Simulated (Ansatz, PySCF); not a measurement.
Noncovalent pair: HF (SMILES F) (first 2 atoms) with CH2F2 (SMILES FCF); geometry from B3LYP-D3(BJ)/def2-TZVP.
(charge 0, multiplicity 1):
```tsv
atom	x (Å)	y (Å)	z (Å)
F	-0.1266	0.0956	-0.0637
H	0.1928	0.6239	0.6339
F	0.7564	0.8891	2.3594
C	0.3893	-0.1900	3.1436
F	-0.7133	0.1605	3.8436
H	1.2094	-0.3886	3.8326
H	0.1512	-1.0206	2.4800
```

Counterpoise-corrected where a basis set is named; no monomer relaxation.

Programs: Ansatz (a quantum-chemistry and plane-wave program) with Gaussian orbitals; PySCF for the dispersion terms. 

Problem. One of these levels gives -3.63 kcal/mol for the interaction energy. Name it.
A) BHLYP-D4/def2-TZVPPD
B) B3LYP/def2-TZVPPD
C) B3LYP-D3(BJ)/def2-TZVPPD

Solution. B, B3LYP/def2-TZVPPD. The others give -4.40 (B3LYP-D3(BJ)/def2-TZVPPD), -4.81 (BHLYP-D4/def2-TZVPPD)
